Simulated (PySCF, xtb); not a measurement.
Mg(OH)(SMe) (CH₄MgOS), SMILES C[S][Mg][OH]. The values are those of a single conformer.

Harmonic wavenumbers (cm⁻¹) from xtb with GFN2-xTB at its own minimum, in rising order: 42, 68, 112, 168, 282, 310, 357, 708, 724, 946, 950, 1314, 1438, 1439, 2998, 3002, 3025, 3748.

Q: What does PBE0-D3(BJ)/def2-SVP in PySCF give at its own minimum? (Estimate from the structure and the level; the computed values follow.)

A: 75, 83, 107, 148, 150, 191, 377, 723, 839, 954, 968, 1336, 1454, 1460, 3063, 3169, 3174, 4102. Paired by order, the mean absolute difference is 72 cm⁻¹ and the zero-point energies are 30.9 and 32.0 kcal/mol.
